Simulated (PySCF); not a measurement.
Bonds (- single, = double, # triple, : aromatic): Cl1-C2 1.725 Å, C2:C3 1.395 Å, C3:N4 1.320 Å, N4:C5 1.330 Å, C5:C6 1.385 Å, C6:N7 1.330 Å, N7:C2 1.311 Å. C3 carries H8; C5 carries H9; C6 carries H10.

Theoretical values (PySCF 2.14.0 with density-fitted response routines): B97-2/pcSseg-2 with gauge-including orbitals, geometry from PBE0-D3(BJ)/def2-TZVP. Relativity neglected, one conformer, isolated molecule.

Task: Predict the 2D correlation tables (HSQC, COSY, HMBC).

Result: 

HSQC (one-bond C–H):
| δH | δC |
| --- | --- |
| 8.82 (H8) | 153.4 (C3) |
| 8.60 (H9) | 149.3 (C5) |
| 8.49 (H10) | 150.9 (C6) |

COSY cross peaks (H two or three bonds apart, from the bond graph; peaks can be absent where the dihedral angle is near 90°):
| δH | δH |
| --- | --- |
| 8.60 (H9) | 8.49 (H10) |

HMBC (two and three bonds, from the bond graph):
| δH | δC |
| --- | --- |
| 8.82 (H8) | 164.1 (C2), 149.3 (C5) |
| 8.60 (H9) | 153.4 (C3), 150.9 (C6) |
| 8.49 (H10) | 164.1 (C2), 149.3 (C5) |

δ = σ(ref) − σ, references computed at the same level: 1H (σ = 31.64 ppm), 13C (σ = 185.38 ppm) vs TMS.

Carbons that carry Cl, above all several Cl atoms, come out too deshielded, partly because spin–orbit coupling is missing. Shifts are as computed. Against solution values, carbons near 30 ppm lie about +3 ppm off and those near 130 ppm about +7 ppm; carbons on Cl a further +5 ppm. Of 1211 compounds with measured shifts, 218 miss one by over three times the rms of a fit or turn the order of signals round; such compounds aren't used in these exercises.
